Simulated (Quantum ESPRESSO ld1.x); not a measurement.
Q: Co2+, configuration [Ne] 3s2 3p5 3d7 4f1 (not the ground configuration). All-electron calculation, non-relativistic Kohn-Sham, LDA (Slater exchange, Perdew-Wang correlation), spin-polarised, spherical densities, point nucleus; open shells are filled with parallel spins first. Program: ld1.x of Quantum ESPRESSO 7.5. Some entries of the table are withheld. Estimate them.

orbital  occ.  eigenvalue (hartree)  r(max) (bohr)
1s up       1              -277.044        0.03756
1s down     1              -277.023        0.03756
2s up       1              -33.7186         0.2164
2s down     1              -33.6302         0.2163
2p up       3              -29.4997         0.1731
2p down     3              -29.4230         0.1730
3s up       1              -4.97742         0.6745
3s down     1              -4.79287         0.6758
3p up       3              -3.70458            (1)
3p down     2              -3.52475            (2)
3d up       5              -1.58387         0.6458
3d down     2              -1.42065         0.6532
4f up       1              -0.23556            (3)
4f down     0              -0.20967            (4)

A: 
(1) 3p up r(max) (bohr): 0.6770
(2) 3p down r(max) (bohr): 0.6792
(3) 4f up r(max) (bohr): 5.165
(4) 4f down r(max) (bohr): 5.377
